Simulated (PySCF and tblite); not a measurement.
Results of a calculation; reference values are marked as such.
C8H12O2, numbered as in [CH3:1][O:2][c:3]1[cH:4][c:5]([CH:6]([CH3:7])[CH3:8])[cH:9][o:10]1.

The ensemble was built from 90 distance-geometry starts (ETKDG and KDG, MMFF94s, GFN2-xTB) and rests on GFN2-xTB geometries. Weights use CAM-B3LYP-D3(BJ)/6-31G* energies plus GFN2-xTB zero-point and thermal terms (modes under about 100 cm⁻¹ blended into free rotors). Symmetry numbers and mirror images are counted. Conformers within 2.5 kcal/mol (GFN2-xTB free energy) were kept, 5 at most. Run with PySCF (density fitting) and tblite.

Rotational constants are equilibrium values for the commonest isotopes; dipoles come from the energy level named.

Torsions listed: C1–O2–C3–O10, C4–C5–C6–C7.

```tsv
conformer	shape	symmetry
1	180°, -61°	Cs
2	0°, -61°	Cs
3	180°, 119°	Cs
4	0°, 119°	Cs
```

Q: Give the rotational constants and dipole components, as needed to look for these species in a jet-cooled rotational spectrum.

A: 
```csv
conformer,A (MHz),B (MHz),C (MHz),abs μa (D),abs μb (D),abs μc (D),κ,Ic−Ia−Ib (u Å²)
1,2569,774,684,0.54,1.90,0.00,-0.90,-111.1
2,3512,685,656,0.46,0.75,0.00,-0.98,-110.9
3,3183,696,653,0.11,2.04,0.00,-0.97,-111.0
4,3904,657,641,0.32,0.75,0.00,-0.99,-111.0
```

Q: Which type of transition is strongest for conformer 1?

A: b-type, since that component is clearly the largest; the top is near-prolate.


Conformer gaps in 6-31G* on xTB geometries can be 2 kcal/mol off for S=O, P=O and other polar bonds.